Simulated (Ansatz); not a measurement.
Cost and result for the atomization energy of C₂H₅ClSn (`C[CH2][Sn][Cl]`) (9 atoms, 8 bonds).

Cartesian coordinates in Å:
```
C -0.3094 0.8532 0.3971
C 0.7691 -0.0401 -0.2045
Sn 0.0141 -1.5116 -1.6422
Cl -1.5055 -2.5027 -0.0959
H -1.0764 0.2614 0.9013
H 0.1073 1.5491 1.1319
H -0.8105 1.4598 -0.3638
H 1.5432 0.5513 -0.7049
H 1.2681 -0.6203 0.5812
```

The species carries charge 0 and has multiplicity 1. Correlated methods include outer-core shells of Sn, which these sets cover unevenly. Sn takes the def2 core potential. Geometry: relaxed with PBE0-D4/def2-TZVP. It is one conformer, not always the lowest. Program: Ansatz. All runs use 4 threads of an Arm Neoverse V1 on a shared host. Times are those of one run each, without the atoms' runs, and a repeat can differ threefold. Electronic energies, without spin–orbit coupling; frozen cores. CCSD(T)/CBS adds CCSD(T) − MP2 in def2-TZVPP to the MP2 limit, and its time is that of the two runs behind it. T1 = 0.013. With those shells the extrapolation isn't a true limit. B3LYP takes the VWN-RPA correlation (the form of Gaussian; ORCA's B3LYP/G). HSE06 is the plane-wave form, built on full-range PBE exchange.

CCSD(T)/CBS is a level of theory with its own doubt, some kJ/mol a heavy atom from the limit and from the frozen cores, so smaller differences don't rank the functionals.

```csv
level,functions,wall time
LDA (SPW92)/def2-TZVPP,224,1.2 s
BLYP-D4/def2-TZVPP,224,2 s
PBE0-D4/def2-TZVPP,224,2.9 s
HSE06-D4/def2-TZVPP,224,3.2 s
CAM-B3LYP-D4/def2-TZVPP,224,3.3 s
B3LYP-D4/def2-TZVPP (with forces),224,4.4 s
CCSD(T)/def2-SVP,97,4.5 s
PBE-QIDH/def2-TZVPP,224,5.5 s
ωB97X-V/def2-TZVPP,224,7.5 s
ωB97M-V/def2-TZVPP (with forces),224,11 s
MP2/def2-QZVPP,416,18 s
CCSD(T)/def2-TZVPP,224,2.1 min
CCSD(T)/CBS(def2),–,2.4 min
```

Problem. What atomization energy does each give, and how far from CCSD(T)/CBS? (Estimate.)

Solution. The calculation gave: 
| level | atomization (kcal/mol) | difference from CCSD(T)/CBS | per bond |
| --- | --- | --- | --- |
| LDA (SPW92)/def2-TZVPP | 853.8 | 98.8 | 12.3 |
| BLYP-D4/def2-TZVPP | 749.9 | -5.1 | -0.6 |
| PBE0-D4/def2-TZVPP | 754.9 | -0.1 | 0.0 |
| HSE06-D4/def2-TZVPP | 755.2 | 0.2 | 0.0 |
| CAM-B3LYP-D4/def2-TZVPP | 752.3 | -2.7 | -0.3 |
| B3LYP-D4/def2-TZVPP (with forces) | 752.2 | -2.8 | -0.4 |
| CCSD(T)/def2-SVP | 710.0 | -45.0 | -5.6 |
| PBE-QIDH/def2-TZVPP | 748.4 | -6.6 | -0.8 |
| ωB97X-V/def2-TZVPP | 753.8 | -1.2 | -0.1 |
| ωB97M-V/def2-TZVPP (with forces) | 752.6 | -2.4 | -0.3 |
| MP2/def2-QZVPP | 754.0 | -1.0 | -0.1 |
| CCSD(T)/def2-TZVPP | 734.2 | -20.8 | -2.6 |
| CCSD(T)/CBS(def2) | 755.0 | 0.0 | 0.0 |

From r2SCAN to r2SCAN0 (25 % exact exchange), in def2-TZVPP and without D4, the atomization energy moves by −9.4 kcal/mol: exact exchange takes away binding that semilocal exchange gives to molecules. The D4 term adds +8.4 kcal/mol with B3LYP and +4.4 kcal/mol with PBE0; it sums over pairs of atoms, weighted by their polarisabilities, and B3LYP, whose exchange is more repulsive, gets the larger term. At CCSD(T), def2-SVP lies −45.0 kcal/mol from the extrapolated value and def2-TZVPP −20.8 kcal/mol: correlation converges slowly with the basis, and small sets miss more of it in the bonded molecule than in its fragments.

Spin–orbit coupling would lower the free Sn atoms strongly, and the atomization energy with them, by more than many differences here. For some Ge, Se and Sn compounds the MP2-based and the directly extrapolated limit differ by 10 to 25 kJ/mol.
